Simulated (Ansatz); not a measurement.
System: C₂H₇Si (charge 0, doublet). It need not be the lowest isomer of its formula. SMILES: [CH2][SiH2]C
Structure (B3LYP-D3(BJ)/def2-TZVP (Ansatz, an electronic-structure program) minimum search):
```xyz
10

Si     0.0531     0.5267     0.0378
C     -1.6305    -0.2094     0.1949
C      1.3463    -0.8003    -0.2485
H      0.0600     1.5084    -1.0791
H      0.3902     1.2888     1.2728
H     -1.7953    -1.2679     0.3658
H     -2.5378     0.3835     0.1522
H      1.3560    -1.5162     0.5761
H      1.1454    -1.3490    -1.1706
H      2.3437    -0.3635    -0.3253
```
Charge 0, spin multiplicity 2.

Atomisation energy built up term by term with Ansatz (kcal/mol; UHF references for open shells; valence terms freeze the core; atomic spin-orbit terms are left out). CBS(X,Y): correlation extrapolated as X^-3; Hartree-Fock from the larger set (for Q and 5 zeta extrapolated as (X+1)exp(-9√X)).

| term | basis | kcal/mol |
|---|---|---|
| Hartree-Fock | CBS(cc-pV(Q+d)Z,cc-pV(5+d)Z) | 641.93 |
| CCSD correlation | CBS(cc-pV(Q+d)Z,cc-pV(5+d)Z) | 174.10 |
| (T) | CBS(cc-pV(Q+d)Z,cc-pV(5+d)Z) | 7.62 |
| core correlation | cc-pwCVTZ | 2.07 |
| scalar relativity (X2C) | cc-pVTZ-DK against cc-pVTZ | -1.05 |
| sum: De |  | 824.7 |

(T) makes 0.9 % of the CCSD(T) atomisation energy; under 5 % is typical of single-reference molecules.
